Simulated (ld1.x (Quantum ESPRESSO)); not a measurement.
Reading a pseudo-wave (europium)

Columns: radius, all-electron u(r) and pseudo u(r) of the 4f shell (level -2.69 eV) of europium in the configuration [Kr] 4d10 4f7 5s2 5p6 5d0 6s2 6p0; revPBE, scalar-relativistic, TM semilocal scheme, ld1.x (Quantum ESPRESSO) 7.5.

```csv
r (bohr),all-electron,pseudo
0.113,0.0930,0.0070
0.225,0.4271,0.0931
0.338,0.7582,0.3531
0.450,0.9541,0.7321
0.563,1.0238,1.0513
0.675,1.0103,1.1717
0.788,0.9532,1.1137
0.900,0.8785,0.9773
1.013,0.7987,0.8395
1.125,0.7222,0.7323
1.238,0.6503,0.6513
1.350,0.5852,0.5852
1.463,0.5259,0.5259
1.575,0.4731,0.4731
1.688,0.4254,0.4254
1.800,0.3833,0.3833
1.913,0.3455,0.3455
2.025,0.3121,0.3121
2.138,0.2822,0.2822
2.250,0.2558,0.2558
2.363,0.2321,0.2321
2.475,0.2112,0.2112
2.588,0.1924,0.1924
2.700,0.1758,0.1758
2.813,0.1609,0.1609
2.925,0.1476,0.1476
```

(1) How many radial nodes do the two functions have?

(2) At about which radius was the pseudo-wave matched?

(3) Where does each function peak?

(4) Is the pseudo-wave norm-conserving?

Results:

(1) The all-electron 4f function has n − l − 1 = 0; the pseudo-wave has 0.

(2) 1.40 bohr, where the columns begin to agree (steps of 0.11 bohr).

(3) Outermost all-electron maximum near 0.56 bohr, pseudo maximum near 0.68 bohr (to the table’s step).

(4) Yes: the TM semilocal scheme keeps the norm inside the radius equal to the all-electron one, which fixes the energy derivative of the logarithmic derivative at the level.
